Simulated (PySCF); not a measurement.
# Computed spin Hamiltonian

Compound: C7H6Cl (doublet state).
Numbering: `[CH2:1][c:2]1[cH:3][cH:4][c:5]([Cl:6])[cH:7][cH:8]1` (hydrogens: H9, H10 on C1; H11 on C3; H12 on C4; H13 on C7; H14 on C8)

Method used: UKS B3LYP, pcH-1 on C Cl H, non-relativistic, mean-field spin-orbit, GIAO (PySCF 2.14.0). Geometry: GFN2-xTB; no solvent, vibrations or thermal averaging. The geometry wasn't refined by DFT: couplings that depend on bond lengths, twists or pyramidal angles can differ widely from those at the functional's own minimum. The SCF solution wasn't tested for stability. ⟨S²⟩ is 0.782 where a pure state has 0.75.

```json
{
 "g1, g2, g3": "2.00197, 2.00420, 2.00422",
 "g_iso": "2.00346",
 "Form of g": "close to axial: the two nearest values differ by under 1 % of g3 − g1",
 "⟨S²⟩": "0.7824 (exact 0.7500)",
 "HOMO–LUMO gap, α and β orbitals": "4.52, 4.67 eV",
 "Total energy": "-730.53449 Eh",
 "Basis functions": "270"
}
```

Isotropic coupling and dipolar principal values T1 to T3, in 10⁻⁴ cm⁻¹; ρ(0) is the spin density at the nucleus (1 × 10⁻⁴ cm⁻¹ = 2.998 MHz):

```json
{"atom": "C1", "isotope": "13C", "a_iso": "19.3", "of which spin–orbit": "0.0", "T1": "-18.8", "T2": "-18.4", "T3": "37.2", "Mulliken spin population": "0.73", "ρ(0) (bohr⁻³)": "0.0515"}
{"atom": "C2", "isotope": "13C", "a_iso": "-13.8", "of which spin–orbit": "0.0", "T1": "-7.1", "T2": "2.8", "T3": "4.3", "Mulliken spin population": "-0.20", "ρ(0) (bohr⁻³)": "-0.0369"}
{"atom": "C3", "isotope": "13C", "a_iso": "8.1", "of which spin–orbit": "0.0", "T1": "-6.4", "T2": "-6.4", "T3": "12.8", "Mulliken spin population": "0.25", "ρ(0) (bohr⁻³)": "0.0218"}
{"atom": "C4", "isotope": "13C", "a_iso": "-7.5", "of which spin–orbit": "0.0", "T1": "-5.6", "T2": "2.5", "T3": "3.1", "Mulliken spin population": "-0.13", "ρ(0) (bohr⁻³)": "-0.0200"}
{"atom": "C5", "isotope": "13C", "a_iso": "11.1", "of which spin–orbit": "0.1", "T1": "-8.5", "T2": "-8.0", "T3": "16.5", "Mulliken spin population": "0.28", "ρ(0) (bohr⁻³)": "0.0295"}
{"atom": "Cl6", "isotope": "35Cl", "a_iso": "0.7", "of which spin–orbit": "0.0", "T1": "-3.5", "T2": "-2.2", "T3": "5.6", "Mulliken spin population": "0.03", "ρ(0) (bohr⁻³)": "0.0048"}
{"atom": "C7", "isotope": "13C", "a_iso": "-7.5", "of which spin–orbit": "0.0", "T1": "-5.6", "T2": "2.5", "T3": "3.1", "Mulliken spin population": "-0.13", "ρ(0) (bohr⁻³)": "-0.0200"}
{"atom": "C8", "isotope": "13C", "a_iso": "8.2", "of which spin–orbit": "0.0", "T1": "-6.4", "T2": "-6.4", "T3": "12.8", "Mulliken spin population": "0.25", "ρ(0) (bohr⁻³)": "0.0218"}
{"atom": "H9", "isotope": "1H", "a_iso": "-14.8", "of which spin–orbit": "0.0", "T1": "-8.7", "T2": "-0.3", "T3": "9.0", "Mulliken spin population": "-0.03", "ρ(0) (bohr⁻³)": "-0.0099"}
{"atom": "H10", "isotope": "1H", "a_iso": "-14.8", "of which spin–orbit": "0.0", "T1": "-8.7", "T2": "-0.3", "T3": "9.0", "Mulliken spin population": "-0.03", "ρ(0) (bohr⁻³)": "-0.0099"}
{"atom": "H11", "isotope": "1H", "a_iso": "-5.5", "of which spin–orbit": "0.0", "T1": "-2.2", "T2": "-0.7", "T3": "2.9", "Mulliken spin population": "-0.01", "ρ(0) (bohr⁻³)": "-0.0037"}
{"atom": "H12", "isotope": "1H", "a_iso": "2.4", "of which spin–orbit": "0.0", "T1": "-0.8", "T2": "-0.4", "T3": "1.2", "Mulliken spin population": "0.01", "ρ(0) (bohr⁻³)": "0.0016"}
{"atom": "H13", "isotope": "1H", "a_iso": "2.4", "of which spin–orbit": "0.0", "T1": "-0.8", "T2": "-0.4", "T3": "1.2", "Mulliken spin population": "0.01", "ρ(0) (bohr⁻³)": "0.0016"}
{"atom": "H14", "isotope": "1H", "a_iso": "-5.5", "of which spin–orbit": "0.0", "T1": "-2.2", "T2": "-0.7", "T3": "2.9", "Mulliken spin population": "-0.01", "ρ(0) (bohr⁻³)": "-0.0037"}
```

The largest Mulliken spin populations are on C1 (+0.73), C5 (+0.28), C8 (+0.25) and C3 (+0.25). Four atoms exceed +0.15. The angles at C1 add up to 360.0°, so it is planar; its axial dipolar tensor and the negative couplings of its protons fit spin in a p orbital normal to that plane.

Axes: g1 is normal to the molecular plane.

Under fast tumbling the dipolar parts average out, and these isotropic splittings remain: 2 × 1H (H9/H10, I = 1/2, 3 lines) with 1.58 mT, 2 × 1H (H11/H14, I = 1/2, 3 lines) with 0.58 mT, 2 × 1H (H12/H13, I = 1/2, 3 lines) with 0.25 mT and 1 × 35Cl (Cl6, I = 3/2, 4 lines) with 0.07 mT.

Main isotope only: 35Cl (natural samples also hold 24 % 37Cl, magnetic too, which adds its own pattern).

The 13C coupling of C1 (57.8 MHz) shows only in satellite lines or after enrichment, since that isotope makes up about 1.07 % of natural carbon.
